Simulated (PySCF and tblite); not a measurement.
The numbers below are computed, except where a source is named.
C8H13O (charge -1), numbered as in [CH2:1]=[CH:2][C@@:3]1([O-:4])[CH2:5][C@@:6]1([CH3:7])[CH2:8][CH3:9].

Search: ETKDG and KDG, MMFF94s, GFN2-xTB, 90 starts; geometries at GFN2-xTB. Weights use B3LYP-D3(BJ)/def2-SVP (IEF-PCM, cyclohexane) energies plus GFN2-xTB zero-point and thermal terms (modes under about 100 cm⁻¹ blended into free rotors). Symmetry numbers and mirror images are counted. Conformers within 3 kcal/mol (GFN2-xTB free energy) were kept, 4 at most. GIAO shieldings: wB97X-D/pcSseg-1 (IEF-PCM, cyclohexane). Shifts are against TMS (¹H), TMS (¹³C) at the same level; of two unlike H on one atom, a is the less shielded. Run with PySCF (density fitting) and tblite.

Problem. What shifts does this protocol give at 298.15 K under fast conformational exchange?

Solution. ¹H: 6.82 (H2, 1H), 5.64 (H1a, 1H), 4.93 (H1b, 1H), 1.65 (H8a, 1H), 1.33 (H7, 3H), 1.15 (H8b, 1H), 0.96 (H9, 3H), 0.21 (H5a, 1H), -0.49 (H5b, 1H) ppm. ¹³C: 171.7 (C2), 109.3 (C1), 75.9 (C3), 39.3 (C5), 37.7 (C8), 29.6 (C6), 18.8 (C7), 14.4 (C9) ppm.

Problem. How do the conformers differ?

Solution. Torsions listed: C1–C2–C3–O4, C3–C6–C8–C9.
```
conformer         shape  weight %
        1       9°, 67°      61.8
        2    10°, -150°      36.1
        3    -136°, 76°       1.2
        4  -112°, -146°       0.9
```

```
signal      1      2      3      4  average
   H1a   5.68   5.63   4.48   4.73     5.64
   H1b   4.94   4.94   4.46   4.54     4.93
    H2   6.84   6.78   7.00   6.73     6.82
   H5a   0.24   0.15   0.41   0.23     0.21
   H5b  -0.39  -0.63  -0.85  -1.11    -0.49
    H7   1.31   1.37   1.14   1.14     1.33
   H8a   1.98   1.09   1.62   1.16     1.65
   H8b   0.96   1.47   1.09   1.28     1.15
    H9   0.98   0.92   0.76   0.85     0.96
    C1  109.4  109.4  101.7  104.7    109.3
    C2  172.6  170.3  171.3  166.8    171.7
    C3   75.9   75.7   77.5   79.9     75.9
    C5   41.9   35.5   30.1   22.7     39.3
    C6   29.5   30.0   29.1   25.8     29.6
    C7   18.8   19.0   15.1   17.1     18.8
    C8   38.5   36.6   34.3   35.3     37.7
    C9   14.3   14.5   14.9   13.7     14.4
```

Problem. Which signal moves most, for its nucleus, between 250 and 373.15 K through the change of populations alone?

Solution. C5: 39.6 ppm at 250 K, 39.4 ppm at 273.15 K, 39.3 ppm at 298.15 K, 39.1 ppm at 323.15 K, 38.8 ppm at 373.15 K.

The ion is treated without a counter-ion. Shifts are unscaled: against experiment ¹³C can be off by 15 ppm or more and ¹H by 0.8 ppm. For its torsions the set is small; conformers may be missing.
